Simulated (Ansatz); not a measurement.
A calculation with Ansatz (development build ahead of 0.2.0).

```yaml
crystal:
  periodic: [false, false, false]
  atoms:
    - { symbol: Be, position_ang: [0.0, 0.0, 0.0] }
    - { symbol: S, position_ang: [0.0, 0.0, 1.742] }
basis:
  gaussian: { orbitals: def2-SVP }
magnetization:
  spin_polarized: true
hamiltonian:
  xc: hf
correlation:
  method: mp2
  frozen_orbitals: { Be: 0, S: 5 }
scf:
  omitted_lower_state_checks: [stability, starts, atomic_configurations, cluster_reference, orbital_swaps, given_window_search, neighbouring_geometries, increment]
```

The input is written out in the form of the current development build from the run's settings.

Results

- Converged: yes
- Reference energy: -411.97750 hartree
- Correlation energy: -0.15415 hartree
- Total energy: -412.13165 hartree
- Spin squared of the determinant: 0.000
- Occupied orbitals by symmetry in an Abelian subgroup (alpha; beta): 6 A1 2 B1 2 B2; 6 A1 2 B1 2 B2

Messages of the program:
```
mean field -11210.47876365 eV, -411.9774958288 hartree, gradient 3.8e-6 eV, S^2 0.000000; 0 other ends of a descent, 0 dependent functions left out
```

The reference isn't the lowest determinant (another lies 0.07 eV lower), but the same method gives a higher total on the lower determinant.
